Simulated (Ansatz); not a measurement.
AlBrH4OSi, SMILES `[SiH3][O][AlH][Br]`, relaxed with RKS PBE-D4/def2-SVP in the Gaussian-basis code of Ansatz from a rough embedded geometry. The force threshold is 0.03 eV/Å; the program also tests the step.

Total charge 0; spin multiplicity 1.

Start:

```xyz
8

Si   -0.471    0.130    1.145
O     0.791    0.890    0.282
Al    0.677    0.182   -1.404
Br    1.767   -1.759   -2.000
H    -0.215   -1.362    1.216
H    -0.398    0.607    2.598
H    -1.793    0.418    0.637
H    -0.358    0.895   -2.474
```

(1) By how much does the energy fall, and how many steps does the optimiser take? (Best estimate.)

(2) Which bonds change most? (Estimate.)

(3) Give the relaxed structure. (Best estimate.)

Results:

(1) Computed: 0.64 eV, in 8 steps.

(2) The calculation gave: O2–Al3 from 1.832 to 1.703 Å; Al3–H8 from 1.651 to 1.579 Å; Si1–H7 from 1.445 to 1.504 Å; Al3–Br4 from 2.304 to 2.265 Å.

(3) Computed: 
```xyz
8

Si   -0.634    0.005    1.348
O    -0.081    0.358   -0.188
Al    0.687    0.211   -1.702
Br    1.909   -1.644   -2.141
H    -0.279   -1.406    1.733
H    -0.013    0.953    2.337
H    -2.129    0.163    1.388
H     0.539    1.360   -2.774
```
